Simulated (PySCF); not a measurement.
How methods differ on the ionisation energy of Gd(62+)

Gd(62+) 1s2 (1S) → Gd(63+) 1s1 (2S), as a difference of total energies. All numbers are calculated (PySCF 2.14, scalar relativity by spin-free X2C-1e, in an uncontracted even-tempered set (17 s from 160 bohr⁻², ratio 2.2; 7 p from 240 bohr⁻², ratio 2.4; 4 d from 730 bohr⁻², ratio 2.4; 3 f from 1100 bohr⁻², ratio 2.4; 3 g from 1600 bohr⁻², ratio 2.4)). Correlated levels: nothing frozen; virtual orbitals above 40 to 60 times the deepest correlated orbital energy dropped. The calculations carry no spin-orbit coupling.

```
                 method  ionisation energy (eV)
                    UHF                 57906.5
                    LDA                 57830.9
                 r2SCAN                 57913.1
                   PW91                 57908.9
    MP2 (all electrons)                 57908.3
SCS-MP2 (all electrons)                 57908.6
```

Problem. Estimate what PBE0 gives.

Solution. 57906.6 eV, closest to UHF among the rows shown.

Problem. Estimate what PBE gives.

Solution. 57906.3 eV, closest to UHF among the rows shown.

For this ion Breit and QED terms and the two-electron picture change, all absent here, outweigh the differences among the correlated methods.

For comparison: 57783.91 ± 0.08 eV (theoretical estimate listed by NIST; NIST Atomic Spectra Database, ionization energies).
